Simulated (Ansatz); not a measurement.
Born–Oppenheimer molecular dynamics of C2H7AlSSi (12 atoms, charge 0, multiplicity 1). It starts from a relaxed structure.

Computed with RKS B3LYP-D4/6-31G in Ansatz 0.2.0.

```yaml
ensemble: NVT, Langevin thermostat
time_step: 0.5 fs
steps_asked: 250
set_temperature: 300 K
friction: 0.05 /fs
seed: 15783
```

First frame:

```xyz
12
Properties=species:S:1:pos:R:3
Al -0.064 0.858 2.152
C -0.506 0.613 0.280
C 0.463 0.853 -0.907
Si 0.257 -0.990 -0.513
S -1.172 -2.221 -1.706
H -1.221 0.801 3.261
H 1.483 1.011 2.557
H -1.562 0.715 0.021
H 0.020 1.222 -1.830
H 1.426 1.308 -0.684
H 1.317 -1.756 0.201
H -0.364 -2.469 -2.799
```

What does the run give?

The run went to its last step.

```json
{
 "steps done": "250",
 "time covered": "125 fs",
 "mean temperature over the second half": "276 K",
 "spread of the potential energy over the second half": "3.1 meV per atom",
 "mean potential energy of the second half above the start": "23.6 meV per atom"
}
```

A run of 0.12 ps of so small a system gives no equilibrium averages. Limits of this set-up: no polarisation functions.

What happens to the structure?

The same pairs are bonded in the first frame and the last. Pairs count as bonded within 1.25 times the sum of covalent radii (0.12 Å more for H–H). The details hang on the random start.

How do temperature and energy run in time?


| time (fs) | T (K) | potential energy less start (eV) |
| --- | --- | --- |
| 0.0 | 275 | 0.000 |
| 10.0 | 272 | 0.234 |
| 20.0 | 276 | 0.370 |
| 30.0 | 167 | 0.342 |
| 40.0 | 323 | 0.291 |
| 50.0 | 197 | 0.356 |
| 60.0 | 356 | 0.255 |
| 70.0 | 268 | 0.296 |
| 80.0 | 225 | 0.261 |
| 90.0 | 280 | 0.329 |
| 100.0 | 356 | 0.250 |
| 110.0 | 257 | 0.239 |
| 120.0 | 286 | 0.242 |

Time of the run: 14 min on 2 threads of Arm Neoverse N1, with other jobs on the host, peak memory 0.15 GiB.
